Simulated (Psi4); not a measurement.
Internal rotation in H6Cl3NSi3, SMILES [SiH2](N)[SiH2][Si](Cl)(Cl)Cl. Scanned: dihedral H8–N1–Si2–Si3; all other coordinates were relaxed at GFN2-xTB. Heavy atoms are numbered in the order of the SMILES N[SiH2][SiH2][Si](Cl)(Cl)Cl, hydrogens after them in the order of the atoms that carry them; the mirror image has the same energies with the sign of each dihedral reversed.

- PBE/def2-SVP // GFN2-xTB (Psi4)
- PBE-D3(BJ)/def2-SVP // GFN2-xTB (Psi4)
- B3LYP-D3(BJ)/def2-SVP // GFN2-xTB (Psi4)
- MP2/cc-pVTZ = DF-MP2 (frozen core)/cc-pVTZ // GFN2-xTB in Psi4 1.11

Energies relative to the lowest point of each profile, in eV; the last columns give the difference from MP2:

```tsv
φ / °	PBE/def2-SVP	PBE-D3(BJ)/def2-SVP	B3LYP-D3(BJ)/def2-SVP	MP2/cc-pVTZ	PBE/def2-SVP − MP2/cc-pVTZ	PBE-D3(BJ)/def2-SVP − MP2/cc-pVTZ	B3LYP-D3(BJ)/def2-SVP − MP2/cc-pVTZ
-150	0.017	0.017	0.003	0.004	0.012	0.013	-0.002
-120	0.027	0.028	0.015	0.024	0.003	0.004	-0.009
-90	0.001	0.001	0.001	0.009	-0.008	-0.008	-0.008
-60	0.013	0.013	0.003	0.000	0.013	0.013	0.003
-30	0.030	0.031	0.018	0.017	0.013	0.014	0.001
0	0.029	0.031	0.015	0.021	0.008	0.010	-0.005
30	0.029	0.030	0.018	0.017	0.012	0.013	0.001
60	0.013	0.013	0.003	0.000	0.013	0.013	0.003
90	0.000	0.000	0.000	0.010	-0.010	-0.010	-0.010
120	0.025	0.026	0.014	0.025	0.000	0.001	-0.011
150	0.017	0.017	0.003	0.004	0.012	0.013	-0.001
180	0.026	0.026	0.018	0.013	0.012	0.013	0.005
```

PBE/def2-SVP is furthest from MP2/cc-pVTZ at -60 (0.013 eV, above); its mean absolute difference over the points is 0.010 eV.

PBE-D3(BJ)/def2-SVP is furthest from MP2/cc-pVTZ at -30 (0.014 eV, above); its mean absolute difference over the points is 0.010 eV.

B3LYP-D3(BJ)/def2-SVP is furthest from MP2/cc-pVTZ at 120 (-0.011 eV, below); its mean absolute difference over the points is 0.005 eV.
